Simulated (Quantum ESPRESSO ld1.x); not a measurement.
This ld1.x (Quantum ESPRESSO 7.5) run is given with its output. Can the result be used, and if not, why?

```
 &input
    zed=32.0,
    iswitch=1,
    rel=1,
    lsd=1,
    dft='PZ',
    config='[Ar] 3d10 4s2 4p3',
    verbosity='high',
    prefix='ld1',
    max_out_wfc=37,
    file_charge='ld1.rho',
 /
```

```
     Program LD1 v.7.5 starts

     Message from routine scf:
     warning: convergence not achieved
     --------------------------- All-electron run ----------------------------

     scalar relativistic calculation

     atomic number is 32.00
     dft =PZ   lsd =1 sic =0 latt =0  beta=0.20 tr2=1.0E-14
     Exchange-correlation= PZ
                           (   1   1   0   0   0   0   0)
     mesh =2009 r(mesh) =  99.31177 a.u. xmin = -8.00 dx = 0.00800
     1 Ry =  13.60569312 eV, c = 137.03599908

     n l     nl                  e(Ry)          e(Ha)          e(eV)
     1 0     1S 1( 1.00)    -803.741064431    -401.870532216 -10935.4542730
     2 0     2S 1( 1.00)    -100.232717276     -50.116358638  -1363.7355921
     2 1     2P 1( 3.00)     -87.636289177     -43.818144588  -1192.3524570
     3 0     3S 1( 1.00)     -11.910231243      -5.955115622   -162.0469513
     3 1     3P 1( 3.00)      -8.062881861      -4.031440930   -109.7010963
     3 2     3D 1( 5.00)      -1.758135156      -0.879067578    -23.9206474
     4 0     4S 1( 1.00)      -0.525823026      -0.262911513     -7.1541867
     4 1     4P 1( 3.00)       0.016224131       0.008112065      0.2207405
     1 0     1S 2( 1.00)    -803.736000592    -401.868000296 -10935.3853760
     2 0     2S 2( 1.00)    -100.230446752     -50.115223376  -1363.7047001
     2 1     2P 2( 3.00)     -87.632336718     -43.816168359  -1192.2986810
     3 0     3S 2( 1.00)     -11.904549083      -5.952274541   -161.9696416
     3 1     3P 2( 3.00)      -8.056006744      -4.028003372   -109.6075556
     3 2     3D 2( 5.00)      -1.745030338      -0.872515169    -23.7423473
     4 0     4S 2( 1.00)      -0.427571826      -0.213785913     -5.8174111
     4 1     4P 2( 0.00)       0.016224131       0.008112065      0.2207405

     final scf error:  4.0E+00 reached in 201 iterations

     Etot =   -4125.153478 Ry,   -2062.576739 Ha,  -56125.572302 eV
     Total magnetization:    3.00 Bohr mag.

     Ekin =    4325.045549 Ry,    2162.522775 Ha,   58845.242486 eV
     Encl =  -10048.618225 Ry,   -5024.309113 Ha, -136718.415886 eV
     Eh   =    1750.058676 Ry,     875.029338 Ha,   23810.761288 eV
     Exc  =    -151.639477 Ry,     -75.819739 Ha,   -2063.160191 eV
```

Answer. No. The cycle did not converge: in the last iteration no bound solution was found for 4p up (the eigenvalue is printed as zero or positive). The species is Ge- with 33 electrons. In a local or semilocal functional the extra electron of a negative ion sees its own charge, the potential lacks the -1/r tail, and the highest level tends to rise to zero. The printed total energy is meaningless.
